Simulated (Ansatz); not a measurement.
`C=C(N)CBr` and `C=C(N)Br` differ in one atom or group.

Ansatz, PBE0-D4/def2-TZVP geometries, multiplicity 1. Each molecule was computed in one conformer, which needn't be the lowest.

Scalar relativity is left out up to krypton. Spin–orbit coupling is left out; it splits and shifts lone-pair levels of the heavy atoms by tenths of an eV.

```tsv
property	`C=C(N)CBr`
size of the dipole moment (B3LYP/def2-TZVPP) / D	1.16
HOMO–LUMO gap (B3LYP/def2-TZVPP) / eV	5.41
LUMO energy (PBE0/def2-TZVPP) / eV	-0.54
LUMO energy (ωB97M-V/def2-TZVPP) / eV	1.51
HOMO–LUMO gap (PBE0/def2-TZVPP) / eV	5.86
HOMO energy (PBE/def2-TZVPP) / eV	-5.25
```

Q: What does the change do to each property? (Best estimate.)

A: Ansatz gave: 
```
                                        property  `C=C(N)Br`  shift
size of the dipole moment (B3LYP/def2-TZVPP) / D        2.13   0.97
           HOMO–LUMO gap (B3LYP/def2-TZVPP) / eV        6.07   0.66
              LUMO energy (PBE0/def2-TZVPP) / eV        0.11   0.65
           LUMO energy (ωB97M-V/def2-TZVPP) / eV        2.15   0.64
            HOMO–LUMO gap (PBE0/def2-TZVPP) / eV        6.57   0.71
               HOMO energy (PBE/def2-TZVPP) / eV       -5.29  -0.04
```

With PBE0 the HOMO falls by 0.07 eV and the LUMO rises by 0.65 eV, so the gap widens by about 0.72 eV. PBE moves the HOMO by -0.04 eV and ωB97M-V by -0.07 eV. Dipoles are sizes alone; their direction can turn.

B3LYP here is the variant with VWN-RPA as its local correlation; programs differ in this.
